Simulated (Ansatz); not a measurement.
Coupled-cluster diagnostics for the cluster CrCl₃ (the lowest doublet isomer of a short search), Ansatz.

Geometry of the doublet (r2SCAN-D4/def2-SVP):

```
atom   x (Å)   y (Å)   z (Å)
 Cr1   0.000   0.000   0.000
 Cl2   1.489  -0.979  -1.151
 Cl3  -0.924  -1.011   1.620
 Cl4  -0.566   1.990  -0.469
```

Correlated methods freeze 20 core orbitals; core or outer-core shells of Cr are correlated, in sets that lack core-valence functions. In the sextet, Cl3 and Cl4 lie 2.67 Å apart (atoms count from 1), so these atoms are partly bonded to each other. The structure comes from a short search, and lower isomers may exist.

Geometry of the charge 0 quartet (r2SCAN-D4/def2-SVP):

```tsv
atom	x (Å)	y (Å)	z (Å)
Cr1	-0.130	0.058	0.141
Cl2	0.162	1.974	-0.758
Cl3	-1.408	-1.344	-0.842
Cl4	1.376	-0.688	1.459
```

Geometry of the charge 0 sextet (r2SCAN-D4/def2-SVP):

```xyz
4

Cr   -0.012   -0.061   -0.407
Cl   -0.078   -0.388   -2.571
Cl   -0.220   -1.068    1.692
Cl    0.309    1.517    1.286
```

Q: Estimate the CCSD(T) correlation energy, the shares of MP2 and (T), T1 and the reference's ⟨S²⟩ for: charge 0, doublet, own geometry in def2-SVP; charge 0, quartet, own geometry in def2-SVP; charge 0, sextet, own geometry in def2-SVP; and the rough time on 2 threads of Intel Xeon 6975P-C on a shared host.

A: 
| state | basis | correlation (eV) | MP2 share (%) | (T) share (%) | T1 | ⟨S²⟩ (pure) | wall time | remarks |
| --- | --- | --- | --- | --- | --- | --- | --- | --- |
| charge 0, doublet, own geometry | def2-SVP | -20.867 | 87.1 | 5.5 | 0.035 | 1.77 (0.75) | 9.5 s | flagged by the program, spin-contaminated |
| charge 0, quartet, own geometry | def2-SVP | -20.135 | 89.4 | 4.1 | 0.039 | 3.84 (3.75) | 6 s | – |
| charge 0, sextet, own geometry | def2-SVP | -18.398 | 89.4 | 2.4 | 0.019 | 8.78 (8.75) | 4.9 s | flagged by the program |
Customary marks for T1 are 0.02 (closed shells), 0.045 (open shells) and about 0.05 (3d metals). T1 exceeds 0.02 in 2 of 3 rows and 0.045 in 0; the higher it lies, the less the single-reference result can be trusted.
